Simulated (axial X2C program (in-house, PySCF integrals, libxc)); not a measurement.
Worked dissociation energy of InH: CCSD(T), scalar-relativistic

Calculated with an in-house all-electron X2C program for linear molecules (integrals from PySCF). Spin-free means the one-electron spin-free X2C Hamiltonian. Basis: In dyall-cv3z [11s12p9d4f1g], H dyall-v3z [6s2p1d] (cores contracted in-house); Gaussian nuclei, density fitting, unrestricted open shells. Masses: In 114.904 u, H 1.008 u.

Molecular state: M_S = 0, Λ = 0 (closed shell).

Correlated methods: 14 electrons correlated (number of frozen shells: In 4 s, 3 p, 1 d; H none), 192 virtual spin orbitals or spinors in MP2, 90 natural virtuals in coupled cluster.

* E(In) (2M_S = 1, M_L = 1): -5878.784595 hartree
* E(H) (2M_S = 1, M_L = 0): -0.500004 hartree
* E(InH) at Re: -5879.385666 hartree
* ωe: 1465.9 cm⁻¹
* ωexe: 24.5 cm⁻¹

Q: Work out De and D0.

A: De = -5878.784595 + (-0.500004) − (-5879.385666) = 0.10107 hartree = 2.750 eV. The zero-point energy is ωe/2 − ωexe/4 = 727 cm⁻¹ = 0.090 eV, so D0 = 2.660 eV.

The state is a single determinant with fixed occupations, the lowest that a limited PBE0 search found. Closed shells are restricted here (equal orbitals for both partners); the stretched side of such a curve lies too high. Dissociation energies refer to the lowest single-determinant-based atoms at the same level and basis. Coupled cluster ran in a truncated set of natural virtual spinors; the MP2 energy of the rest was added. (T) has no such correction and the atoms are truncated less, which lowers De at CCSD(T) by a hundredth of an eV or more. Spin-free De lacks the spin–orbit lowering of the heavy p-block atom, a tenth of an eV or more for 4p and 5p, up to an eV for 6p and one to two eV for 7p atoms, less what an open-shell molecule gains itself.

Each atomic determinant is the lowest at this level and need not be a pure term. Totals compare only within one Hamiltonian and basis.
